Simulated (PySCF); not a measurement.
PySCF input for C₄H₅ClSi, SMILES C(=C)[Si@H](C#C)Cl, SMD-B3LYP/6-31G*. Geometry optimised at B3LYP-D3(BJ)/def2-SVP. The structure was generated by enumeration; whether it is a known compound was not checked. The values are those of a single conformer.

```python
import numpy as np
from pyscf import gto, scf, dft
from pyscf.solvent import smd

mol = gto.M(
    atom='''
    C     1.77068282    2.05311150   -0.72651842
    C     1.05990778    1.22779843   -0.18330467
    Si   -0.02680066   -0.00045133    0.63152405
    Cl    0.67138703   -1.91799393    0.20346725
    C    -1.76607350    0.17606056   -0.00133354
    C    -2.13092225    1.08231839   -0.91811819
    H     2.40385743    2.77870894   -1.20451842
    H     0.05509885    0.15859090    2.10476932
    H    -2.52597042   -0.50611934    0.40215613
    H    -3.16449414    1.16487842   -1.27222128
    H    -1.40843134    1.78042309   -1.35481650
    ''',
    basis='6-31G*',
    charge=0,
    spin=0,
    max_memory=1600,
    verbose=3,
)
mf = dft.RKS(mol, xc='b3lyp').density_fit(auxbasis='def2-universal-jkfit')
mf.grids.level = 3
mf.conv_tol = 1e-9
mf.max_cycle = 100
mf.kernel()
res = {}
for name in ['water', 'benzene', 'dimethylsulfoxide']:
    s = mf.SMD()
    s.with_solvent.solvent, s.with_solvent.sasa_ng = name, 194
    s.kernel(mf.make_rdm1())
    res[name] = (s.e_tot, s.with_solvent.get_cds(), s.dip_moment(), s.mo_energy, s.converged)
    print(f'SMD {name}: dG(solv) = {(s.e_tot - mf.e_tot) * 627.509474:.3f} kcal/mol, of which CDS {res[name][1] * 627.509474:.3f}')
```

It prints:

```
converged SCF energy = -905.085498184526
converged SCF energy = -905.084018024527
Dipole moment(X, Y, Z, Debye): -1.29023,  2.98164, -0.66310
SMD water: dG(solv) = 0.929 kcal/mol, of which CDS 6.160
converged SCF energy = -905.089628722499
Dipole moment(X, Y, Z, Debye): -1.12540,  2.65305, -0.59235
SMD benzene: dG(solv) = -2.592 kcal/mol, of which CDS -0.275
converged SCF energy = -905.08836945648
Dipole moment(X, Y, Z, Debye): -1.28583,  2.97368, -0.66192
SMD dimethylsulfoxide: dG(solv) = -1.802 kcal/mol, of which CDS 3.354
```

Self-consistency was reached.
